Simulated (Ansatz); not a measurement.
AlSiH3SF2⁺, that is (F)2Al-S-SiH3 with one electron fewer: single points at one geometry.

```yaml
crystal:
  periodic: [false, false, false]
  atoms:
    - {symbol: Al, position_ang: [-0.071159, -0.432186, -1.765609]}
    - {symbol: F, position_ang: [-1.370455, -1.180241, -1.058543]}
    - {symbol: F, position_ang: [0.181187, -0.608826, -3.386820]}
    - {symbol: S, position_ang: [1.226766, 0.740055, -0.512765]}
    - {symbol: Si, position_ang: [0.168380, 0.410952, 1.356232]}
    - {symbol: H, position_ang: [-1.220016, 0.944340, 1.285089]}
    - {symbol: H, position_ang: [0.948524, 1.162076, 2.377049]}
    - {symbol: H, position_ang: [0.136772, -1.036180, 1.705377]}
basis:
  gaussian: {orbitals: def2-TZVP, initial_orbitals: start.molden}
total_charge: 1
magnetization: {spin_polarized: true, initial_magnetization: 1}
hamiltonian: {xc: pbe0, dispersion: d4}
scf: {omitted_lower_state_checks: [starts]}
output: {orbitals: {seedname: orbitals}}
```

The file start.molden holds the orbitals of an earlier run on this structure, at another level or in another basis.

```sh
$ ansatz run in.yaml --threads 4 --pin off --events-out ev --progress --plain --max-ram 3916MiB
```

Output, abridged:

```
Functional definition: PBE0
1262 factors; their error is unknown
mean field evaluation 1: about -30771.6145 eV, gradient 1.4e2 eV
mean field evaluation 2: about -30775.8978 eV, gradient 5.1e0 eV
mean field evaluation 4: about -30776.1367 eV, gradient 2.0e-1 eV
mean field evaluation 8: about -30776.1371 eV, gradient 1.8e-5 eV
mean field -30776.13708685 eV, -1131.0021771268 hartree, gradient 1.8e-5 eV, S^2 0.756659; 0 other end points of the search recorded, 0 dependent functions left out
reference -30776.13712244 eV, -1131.0021784347 hartree; 32, 31 occupied and 159, 160 virtual orbitals, 1262 factors
Total energy: -30776.29511089 eV, -1131.0079844033 hartree
Checks for a lower state left out: starts
```

It took 7.5 s on 4 threads of Arm Neoverse N1 on a shared host, peak host memory 0.62 GiB.

First input, but with `hamiltonian: {xc: r2scan, dispersion: d4}` (abridged; 11 s):

```
Functional definition: r2SCAN
mean field -30787.36947025 eV, -1131.4149596031 hartree, gradient 2.6e-5 eV, S^2 0.758596
Total energy: -30787.41121798 eV, -1131.4164938040 hartree
Checks for a lower state left out: starts
```

First input, but with `hamiltonian: {xc: pbe, dispersion: d4}` (abridged; 5 s):

```
Functional definition: PBE
mean field -30774.00518010 eV, -1130.9238309987 hartree, gradient 2.5e-5 eV, S^2 0.753864
Total energy: -30774.19049409 eV, -1130.9306411623 hartree
Checks for a lower state left out: starts
```

Geometry: r2SCAN-D4/def2-SVP, that of the neutral singlet.
